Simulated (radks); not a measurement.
Problem. The mean radii <r> (bohr) of the occupied orbitals of an atom or ion are listed with their occupations. Method: Dirac Kohn-Sham, PBE, spin-unpolarised, spherical densities, point nucleus; computed with a radial shooting solver on a logarithmic mesh with Libxc functionals.

orbital      occ.      <r>
1s1/2           2  0.07683
2s1/2           2   0.3624
2p1/2           2   0.3238
2p3/2           4   0.3263
3s1/2           2    1.045
3p1/2    0.666667    1.081
3p3/2     1.33333    1.085

Name the element and its charge. Open shells, if any, are shared by 2j + 1.

Solution. Z = 20, calcium, charge +6: Ca6+ in [Ne] 3s2 3p2. The 1s radius gives Z: for a bare nucleus <r> = (2 gamma + 1)/(2Z) with gamma = sqrt(1 - (Z/c)^2), 0.07446 bohr for Z = 20, and screening makes it slightly larger (0.07683 here). The occupations add up to 14, and the charge is Z minus that.
